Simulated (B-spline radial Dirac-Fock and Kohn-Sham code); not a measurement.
Energy-loss ionisation edge O1 of Tl

System: atomic thallium, configuration [Xe] 4f14 5d10 6s2 6p1. Level of theory: the first Born approximation with generalised oscillator strengths from a Dirac-Hartree-Slater potential (longitudinal and transverse terms; continuum final states only, so no white lines or fine structure); a B-spline atomic structure program. The edge is taken at 136.0 eV (tabulated value).

The run's input, task.json:

```json
{"items": [{
  "Z": 81,
  "q": 0,
  "cfg": [[1, 0, 2], [2, 0, 2], [2, 1, 6], [3, 0, 2], [3, 1, 6], [3, 2, 10], [4, 0, 2], [4, 1, 6], [4, 2, 10], [4, 3, 14], [5, 0, 2], [5, 1, 6], [5, 2, 10], [6, 0, 2], [6, 1, 1]],
  "A": 205,
  "rrms": 5.4759,
  "do": "eels",
  "beams": [[60, 10], [60, 50], [60, 100], [80, 10], [80, 50], [100, 5], [100, 10], [100, 50], [100, 100], [200, 5], [200, 10], [200, 100], [300, 20], [300, 100]],
  "edges": {"O1": 136.0}
}]}
```

Command: `python xray2_run.py task.json out`

Partial cross sections σ(β, Δ) in barn, integrated over a window Δ above the edge and up to the collection semi-angle β, for parallel illumination:

```tsv
E₀ (kV)	β (mrad)	Δ = 25 eV	Δ = 50 eV	Δ = 100 eV	Δ = 200 eV	Δ = 300 eV
60	10	608	1040	1610	2230	2520
60	50	3600	6730	10300	13000	13900
60	100	4000	7750	12700	18000	20600
80	10	570	968	1500	2080	2360
80	50	3060	5820	9210	12000	13000
100	5	325	563	896	1250	1420
100	10	548	929	1430	1980	2250
100	50	2650	5090	8200	11100	12100
100	100	2690	5200	8550	12200	13900
200	5	295	509	810	1150	1310
200	10	541	914	1360	1830	2070
200	100	?	?	?	?	?
300	20	1240	2310	3550	4520	4860
300	100	1380	2660	4390	6250	7180
```

Question: Give the row for 200 kV and 100 mrad.

Answer: 1700 b for 25 eV, 3290 b for 50 eV, 5410 b for 100 eV, 7710 b for 200 eV, 8840 b for 300 eV.

Values without a named source are computed, but for edge energies of neutral atoms, which are taken from tables.
